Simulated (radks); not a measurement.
Question: Coherent X-ray form factor from a spherical all-electron density. All-electron calculation, scalar-relativistic Kohn-Sham, BLYP, spin-unpolarised, spherical densities, finite nucleus; Fermi nuclear charge, rms radius of each element as measured or else 0.836 A^(1/3) + 0.57 fm. Program: a radial shooting solver on a logarithmic mesh with Libxc functionals.

sin(theta)/lambda (1/angstrom),f0 (electrons)
0.05,45.693
0.1,44.797
0.15,43.380
0.2,41.543
0.25,39.408
0.3,37.102
0.4,32.428
0.5,28.212
0.6,24.770
0.8,20.116
1,17.277
1.25,14.567
1.5,12.100
2,8.215

The species is in the configuration that NIST lists as its ground one. Which atom or ion scatters so?

Answer: The iodine ion I7+, [Kr] 4d10. Extrapolating in s^2 from the first two rows gives f0(0) = 46.0, near the electron count 46; among species with that count, the fall with angle is slower the higher Z, and the table is that of Z = 53; from so few rows the species is fixed only to a neighbour or two.
